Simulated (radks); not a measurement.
Q: Neutral strontium, [Kr] 5s2. All-electron calculation, non-relativistic Kohn-Sham, PBE, spin-polarised, spherical densities, point nucleus. Program: a radial shooting solver on a logarithmic mesh with Libxc functionals. Every spin shell is full or empty, so the densities are truly spherical. Functionals are evaluated on that one density, not self-consistently. Rank these orbital-free kinetic functionals by their error against the exact value of the orbitals, and give that value: Thomas-Fermi, von Weizsacker, TF + vW, TF + vW/9, TF + vW/5, Perdew 92, Pearson, PG1, Ernzerhof.

A: Exact: 3131.29 hartree. From best to worst, with 100 (|E| - |E exact|)/|E exact| (equal figures are ties): Ernzerhof -0.37, Perdew 92 -0.69, TF + vW/9 -0.70, Pearson -1.02, TF + vW/5 +3.34, Thomas-Fermi -5.76, PG1 +16.84, TF + vW +39.76, von Weizsacker -54.48.
